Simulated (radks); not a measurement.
Q: Ne V, configuration [He] 2s2 2p2 (the NIST ground configuration). All-electron calculation, scalar-relativistic Kohn-Sham, SOGGA, spin-polarised, spherical densities, point nucleus; open shells are filled with parallel spins first. Program: a radial shooting solver on a logarithmic mesh with Libxc functionals. Some entries of the table are withheld. Estimate them.

orbital,occ.,eigenvalue (eV),<r> (bohr),<1/r> (bohr^-1)
1s up,1,-950.3489,(1),9.614
1s down,1,-947.4072,(2),9.637
2s up,1,-133.1119,(3),1.925
2s down,1,-126.4443,(4),1.885
2p up,2,(5),0.7008,1.838
2p down,0,(6),0.7194,1.801
3s up,0,-41.6851,2.063,0.6896

A: 
(1) 1s up <r> (bohr): 0.1581
(2) 1s down <r> (bohr): 0.1576
(3) 2s up <r> (bohr): 0.7598
(4) 2s down <r> (bohr): 0.7731
(5) 2p up eigenvalue (eV): -111.6847
(6) 2p down eigenvalue (eV): -104.3816
